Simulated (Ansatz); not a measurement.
`C[Si]1([SeH])CO1`. Charge 0, multiplicity 1. Correlated methods include outer-core shells of Se, which these sets cover unevenly. Scalar relativity is left out up to krypton.

```xyz
11

C     0.649   -0.486   -1.565
Si   -0.243    0.056   -0.038
Se   -2.447   -0.390   -0.267
C     0.534    0.342    1.563
O     0.190    1.485    0.671
H     0.279    0.058   -2.437
H     0.507   -1.554   -1.742
H     1.716   -0.284   -1.455
H    -2.752    0.172    1.055
H    -0.039    0.350    2.488
H     1.606    0.250    1.728
```

Q: Give the diagnostics of a CCSD(T)/def2-TZVPP run (frozen core, Ansatz). (Best estimate.)

A: Ansatz gave: T1 = 0.0113, largest single amplitude 0.016, largest double 0.019, (T) share of the correlation energy 4.0 %, 9 CCSD cycles. The RHF solution is stable towards an unrestricted one. T1 lies under the customary mark of 0.02 for closed shells.
